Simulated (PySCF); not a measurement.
SrF: from constants to spectrum

UHF-CCSD(T) constants of SrF, ²Σ⁺ (doublet), unpaired electrons σ ↑ (basis Sr def2-SVP with ECP28, F def2-SVP; scalar-relativistic core potentials; PySCF 2.14; masses 87.9056 and 18.9984 u):

```
ωe              : 522.6 cm⁻¹
ωexe            : 1.98 cm⁻¹
Be              : 0.2401 cm⁻¹
αe              : 0.00138 cm⁻¹
D (centrifugal) : 2.03e-07 cm⁻¹
De to Sr + F    : 4.84 eV
```

Problem. Give the vibrational terms G(v) and spacings up to v = 6.

Solution. G(v) = ωe(v+½) − ωexe(v+½)².

```tsv
v	G(v) (cm⁻¹)	G(v) − G(v−1)	Bv (cm⁻¹)
0	260.8		0.2394
1	779.4	518.6	0.2380
2	1294.1	514.7	0.2366
3	1804.8	510.7	0.2353
4	2311.6	506.8	0.2339
5	2814.4	502.8	0.2325
6	3313.2	498.8	0.2311
```

Problem. How well does the Morse estimate ωe²/(4ωexe) reproduce De, and what is D0?

Solution. It gives 4.28 eV, 88 % of the computed De. D0 = De − G(0) = 4.84 − 0.03 = 4.81 eV.

Correlated steps freeze 1 core orbital. Correlated levels converge slowly with the basis: in double zeta they bind strong bonds too weakly, by up to about 1 eV, and carry superposition errors of some tenths. Spin–orbit coupling is left out. The state is the lowest determinant that a PBE0 search found; another state may lie lower at other levels.
